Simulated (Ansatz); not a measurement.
A search over several starts for the lowest SCF solution of the cluster Be4S4⁺ at the given spin, in a small basis.

```yaml
crystal:
  periodic: [false, false, false]
  atoms:
    - {symbol: Be, position_ang: [-0.994627, 0.023229, 1.449775]}
    - {symbol: Be, position_ang: [0.707002, -1.236812, -0.232105]}
    - {symbol: Be, position_ang: [-0.655311, 0.477428, -1.194170]}
    - {symbol: Be, position_ang: [0.819210, 0.957884, 0.546794]}
    - {symbol: S, position_ang: [1.449998, 0.404048, -1.333272]}
    - {symbol: S, position_ang: [-1.189903, 1.679833, 0.414538]}
    - {symbol: S, position_ang: [0.763873, -0.778737, 1.794335]}
    - {symbol: S, position_ang: [-0.900224, -1.526874, -1.445895]}
basis:
  gaussian: {orbitals: def2-SVP, initial_orbitals: start.molden}
total_charge: 1
magnetization: {spin_polarized: true, initial_magnetization: 1}
hamiltonian: {xc: pbe0, dispersion: d4}
output: {orbitals: {seedname: orbitals}}
```

The file start.molden holds the orbitals of an earlier run on this structure, at another level or in another basis.

```sh
$ ansatz run in.yaml --threads 4 --pin off --events-out ev --progress --plain --max-ram 4787MiB
```

Shortened log:

```
Functional definition: PBE0
1144 factors; integrals over basis functions are off by at most 2.6e-4 eV
mean field evaluation 1: about -44823.6849 eV, gradient 9.8e1 eV
mean field evaluation 2: about -44852.0706 eV, gradient 4.9e1 eV
mean field evaluation 4: about -44907.8231 eV, gradient 1.6e1 eV
mean field evaluation 8: about -44914.8252 eV, gradient 1.1e-1 eV
mean field evaluation 16: about -44914.3274 eV, gradient 4.4e0 eV
mean field evaluation 32: about -44914.8256 eV, gradient 2.9e-4 eV
mean field -44914.82561348 eV, -1650.5893969332 hartree, gradient 2.5e-5 eV, S^2 0.755194; 3 other end points of the search recorded, 0 dependent functions left out
reference -44914.82565734 eV, -1650.5893985451 hartree; 40, 39 occupied and 68, 69 virtual orbitals, 1144 factors
Total energy: -44915.23245098 eV, -1650.6043479357 hartree
```

It took 3.9 s on 4 threads of Intel Xeon Platinum 8488C on a shared host.

Another isomer (doublet) lies 0.12 eV lower at PBE0-D4/def2-TZVP; other spin states weren't run for this one.
